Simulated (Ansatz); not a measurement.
CH7NSSi2 can be A, `N=C([SiH3])S[SiH3]`, or B, `[SiH3][SiH]1NCS1`.

Program: Ansatz. Geometries: PBE0-D4/def2-TZVP. ΔE: electronic, gas phase. CCSD(T)/CBS adds triple-zeta CCSD(T) − MP2 to the extrapolated MP2 energy (def2 sets, frozen cores). Functionals use def2-TZVPP. B3LYP here is the variant with VWN-RPA as its local correlation; programs differ in this. Each species was taken in one conformer, which may not be the lowest.

Question: Which is lower in electronic energy at CCSD(T)/CBS, and by how much? (An estimate is asked.)

Answer: Ansatz gave: B, by 20.1 kcal/mol.

Question: Give E(B) − E(A) in kcal/mol with MP2/def2-TZVPP, ωB97M-V, HF/def2-TZVPP, PBE0-D4, r2SCAN-D4, B3LYP-D4, B2PLYP. (An estimate is asked.)

Answer: Computed: MP2/def2-TZVPP -20.3, ωB97M-V -20.2, HF/def2-TZVPP -19.2, PBE0-D4 -23.6, r2SCAN-D4 -19.1, B3LYP-D4 -16.8, B2PLYP -17.9. None reverses the order clearly.

Largest T1 diagnostic: 0.014.

From PBE to PBE0 (25 % exact exchange), in def2-TZVPP and without D4, E(B) − E(A) moves by −4.2 kcal/mol.
